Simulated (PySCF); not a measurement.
Isomers of C6H9BO2, mass 124.070 u with the commonest isotopes. Method used: PBE0-D3(BJ)/def2-SVP geometry optimisation, gas phase in PySCF. One conformer each, none proved a minimum here; rigid rotors.

**Question.** Order these by radius of gyration √(Σ m r²/M), largest first.
A. `[CH:1]#[C:2][B:3]1[O:4][CH2:5][CH2:6][C@@H:7]([CH3:8])[O:9]1` with C2–B3–O4–C5 179°, B3–O4–C5–C6 -27°, O4–C5–C6–C7 53°, C5–C6–C7–C8 -174°
B. `[BH2-:1]1[O:2][CH:3]=[C:4]([CH:5]2[CH2:6][CH2:7]2)[CH:8]=[O+:9]1` with C3–C4–C5–C6 145°
C. `[BH2-:1]1[O:2][CH:3]=[CH:4][C:5]([CH:6]2[CH2:7][CH2:8]2)=[O+:9]1` with C4–C5–C6–C7 148°, O9–B1–O2–C3 38°, B1–O2–C3–C4 -14°, C3–C4–C5–C6 -164°, C5–C6–C7–C8 107°

**Answer.** A (2.180 Å), B (2.157 Å), C (2.097 Å).

**Question.** Order these by out-of-plane moment Σ m c² = (Ia + Ib − Ic)/2, smallest first.
A. `[BH2-:1]1[O:2][CH:3]=[C:4]([CH:5]2[CH2:6][CH2:7]2)[CH:8]=[O+:9]1` with C3–C4–C5–C6 145°
B. `[CH:1]#[C:2][B:3]1[O:4][CH2:5][CH2:6][C@@H:7]([CH3:8])[O:9]1` with C2–B3–O4–C5 179°, B3–O4–C5–C6 -27°, O4–C5–C6–C7 53°, C5–C6–C7–C8 -174°
C. `[BH2-:1]1[O:2][CH:3]=[CH:4][C:5]([CH:6]2[CH2:7][CH2:8]2)=[O+:9]1` with C4–C5–C6–C7 148°, O9–B1–O2–C3 38°, B1–O2–C3–C4 -14°, C3–C4–C5–C6 -164°, C5–C6–C7–C8 107°

**Answer.** B (12.37 u·Å²), A (22.10 u·Å²), C (24.46 u·Å²).

**Question.** Order these by rotational constant B, smallest first.
A. `[CH:1]#[C:2][B:3]1[O:4][CH2:5][CH2:6][C@@H:7]([CH3:8])[O:9]1` with C2–B3–O4–C5 179°, B3–O4–C5–C6 -27°, O4–C5–C6–C7 53°, C5–C6–C7–C8 -174°
B. `[BH2-:1]1[O:2][CH:3]=[CH:4][C:5]([CH:6]2[CH2:7][CH2:8]2)=[O+:9]1` with C4–C5–C6–C7 148°, O9–B1–O2–C3 38°, B1–O2–C3–C4 -14°, C3–C4–C5–C6 -164°, C5–C6–C7–C8 107°
C. `[BH2-:1]1[O:2][CH:3]=[C:4]([CH:5]2[CH2:6][CH2:7]2)[CH:8]=[O+:9]1` with C3–C4–C5–C6 145°

**Answer.** C (1064 MHz), B (1125 MHz), A (1192 MHz).

```json
{"SMILES": "C#CB1OCC[C@@H](C)O1", "point group": "C1", "Ia (u·Å²)": "177.69", "Ib (u·Å²)": "424.04", "Ic (u·Å²)": "576.99", "κ": "-0.68", "μa (D)": "2.76", "μb (D)": "0.56", "μc (D)": "0.09"}
{"SMILES": "[BH2-]1OC=CC(C2CC2)=[O+]1", "point group": "C1", "Ia (u·Å²)": "120.78", "Ib (u·Å²)": "449.33", "Ic (u·Å²)": "521.18", "κ": "-0.90", "μa (D)": "2.88", "μb (D)": "4.10", "μc (D)": "0.45"}
{"SMILES": "[BH2-]1OC=C(C2CC2)C=[O+]1", "point group": "near Cs", "Ia (u·Å²)": "124.46", "Ib (u·Å²)": "474.84", "Ic (u·Å²)": "555.09", "κ": "-0.90", "μa (D)": "4.97", "μb (D)": "0.99", "μc (D)": "0.04"}
```
